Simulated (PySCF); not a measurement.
**Deuteron quadrupole couplings in `Cc1cc2ccccc2[pH]1`**

C9H9P.
Cartesian coordinates in Å at the PBE0-D3(BJ)/def2-SVP level; atoms count from 1:
```xyz
19
C9H9P angstrom
C      3.0765   -0.4259   -0.4786
C      1.5867   -0.4503   -0.5241
C      0.7445   -0.0602    0.4615
C     -0.6747   -0.1738    0.1555
C     -1.7547    0.1714    0.9750
C     -3.0550    0.0180    0.4997
C     -3.2900   -0.4888   -0.7814
C     -2.2215   -0.8568   -1.6007
C     -0.9191   -0.6891   -1.1388
P      0.6533   -1.1715   -1.9289
H      3.4380    0.0403    0.4497
H      3.4969    0.1379   -1.3281
H      3.4964   -1.4437   -0.5376
H      1.0941    0.3237    1.4253
H     -1.5756    0.5635    1.9794
H     -3.8998    0.2932    1.1358
H     -4.3151   -0.6058   -1.1408
H     -2.4111   -1.2723   -2.5940
H      0.7927   -0.0844   -2.8491
```

Level: PBE0/pcSseg-1 (PySCF, non-relativistic); Q(2H) = 0.00286 b; rigid geometry, the same for H and D, with no vibrational averaging.

Question: Rank these positions by the coupling χzz of a deuteron there, largest first.
A. H12 (methyl hydrogen)
B. H19 (hydrogen on phosphorus)
C. H15 (aromatic hydrogen)

Answer: C (204 kHz), A (193 kHz), B (114 kHz).

Q: Give the electric field gradient Vzz (the principal value of largest size), its asymmetry and the 2H coupling at each hydrogen.

A: 
| atom | bonded to | bond length (Å) | Vzz (au) | η | χzz (kHz) |
| --- | --- | --- | --- | --- | --- |
| H11 | C1 | 1.100 | 0.2923 | 0.04 | 196 |
| H12 | C1 | 1.103 | 0.2876 | 0.03 | 193 |
| H13 | C1 | 1.103 | 0.2872 | 0.03 | 193 |
| H14 | C3 | 1.095 | 0.3024 | 0.07 | 203 |
| H15 | C5 | 1.093 | 0.3039 | 0.07 | 204 |
| H16 | C6 | 1.093 | 0.3042 | 0.07 | 204 |
| H17 | C7 | 1.093 | 0.3049 | 0.07 | 205 |
| H18 | C8 | 1.093 | 0.3021 | 0.07 | 203 |
| H19 | P10 | 1.431 | 0.1697 | 0.10 | 114 |

Q: Average by the element that carries the hydrogen.

A: on C: 200 kHz over 8 positions, mean bond length 1.096 Å; on P: 114 kHz over 1 position, mean bond length 1.431 Å.

Q: Give the 2H NMR doublet splittings at H15 for a magnetic field along the z, y and x axes of the gradient: 3χ/2, 3χ(1 + η)/4, 3χ(1 − η)/4.

A: With |χ| = 204.2 kHz and η = 0.072: 306, 164 and 142 kHz, to first order and without motion.

Geometry: PBE0-D3(BJ)/def2-SVP; no solvent, vibrations or thermal averaging. With a basis this small, the couplings can be 20 % off.

The run behind these numbers computed NMR shieldings as well. On an Arm Neoverse V2 with one thread, no GPU (shared host), this took 47 s of wall time and 1.0 GiB of memory at its peak.
